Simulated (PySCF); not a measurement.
**How methods differ on the ionisation energy of Xe⁺**

Xe⁺ [Kr] 4d10 5s2 5p5 (2P) → Xe²⁺ [Kr] 4d10 5s2 5p4 (3P), as a difference of total energies. Computed with PySCF 2.14 in cc-pVDZ-PP with ECP28MDF (4s3p2d, 23 functions), with a scalar-relativistic core potential. Correlated levels: valence: 4s2 4p6 4d10 frozen. The calculations carry no spin-orbit coupling.

| method | ionisation energy (eV) | difference from reference (eV) |
| --- | --- | --- |
| UHF | 20.150 | -0.825 |
| TPSS | 21.130 | +0.155 |
| MN15 | 20.954 | -0.021 |
| MP2 (valence) | 20.631 | -0.344 |
| SCS-MP2 (valence) | 20.606 | -0.369 |
| CCSD (valence) | 20.604 | -0.371 |
| CCSD(T) (valence) | 20.606 | -0.369 |

Reference: 20.975 eV (semi-empirical (NIST evaluation); NIST Atomic Spectra Database, ionization energies).

The reference lies between the lowest fine-structure levels, while these numbers refer to the centres of the terms.

Errors of the correlated levels include the incompleteness of this basis and the frozen core.
